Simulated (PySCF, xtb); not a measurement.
HgI, SMILES [Hg+][I], charge +1.

GFN2-xTB in xtb 6.7.1 at its own geometry gives an orbital gap of 1.92 eV.

Coordinates come from a B3LYP-D3(BJ)/def2-TZVP optimisation. The spin state was assumed, not searched. The def2 effective core potentials stand for the cores of Hg, I; spin–orbit coupling is left out.

Question: What does CAM-B3LYP/def2-TZVPD run with PySCF give? (An estimate is asked for; the answer gives what the named calculation found.)

Answer: gap 4.81 eV (levels -14.60 and -9.79 eV).
